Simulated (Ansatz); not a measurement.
Born–Oppenheimer molecular dynamics of FH7Si3 (11 atoms, charge 0, multiplicity 1). It starts at the highest image of a converged band. Of that band: Neighbouring images differ by up to 1.3 eV, so the band resolves the path poorly. A vibrational analysis at the climbing image gives one clearly imaginary mode, 1223i cm⁻¹: a first-order saddle point.

Method: RKS PBE0-D4/cc-pVDZ (Ansatz 0.2.0).

```
ensemble                      : NVE (velocity Verlet)
time step                     : 0.5 fs
steps asked                   : 200
starting velocities drawn for : 100 K
seed                          : 10296
```

First frame:

```xyz
11
Properties=species:S:1:pos:R:3
Si 0.415 0.050 -0.467
F 0.713 -0.129 1.499
H 1.586 -0.001 0.709
Si -1.083 1.869 -0.618
H -2.404 1.575 0.031
H -0.496 3.105 -0.005
H -1.312 2.120 -2.082
Si -0.913 -1.846 -0.936
H -2.099 -1.894 -0.017
H -1.400 -1.729 -2.352
H -0.133 -3.119 -0.800
```

Problem. How far do the bonds stretch over the last three quarters of this one trajectory? (Pairs bonded in most of those frames.)

Solution. 
```csv
bond,mean (Å),spread (Å),shortest,longest
Si1–Si4,2.393,0.016,2.36,2.42
Si1–Si8,2.400,0.020,2.36,2.42
F2–H3,0.933,0.021,0.90,0.99
Si4–H5,1.504,0.005,1.49,1.51
Si4–H6,1.506,0.020,1.48,1.54
Si4–H7,1.509,0.010,1.49,1.53
Si8–H9,1.505,0.008,1.49,1.52
Si8–H10,1.510,0.013,1.49,1.53
Si8–H11,1.504,0.004,1.50,1.51
```

Mean temperature of the second half: 239 K. The conserved energy stayed within 0.045 meV per atom of its start (net change 0.027 meV per atom), so the integration is sound. The kinetic energy rose, since the run started high on the potential surface and went downhill. It ends in pieces (FH + H6Si3), so much of that is their flight and rotation, not heat. A run of 0.1 ps of so small a system gives no equilibrium averages. The orbitals stay closed-shell, which can raise the energy where a bond breaks towards radicals; this wasn't checked here.

Run time: 7.7 min on 2 threads of Arm Neoverse V2 (shared host), peak memory 0.23 GiB.
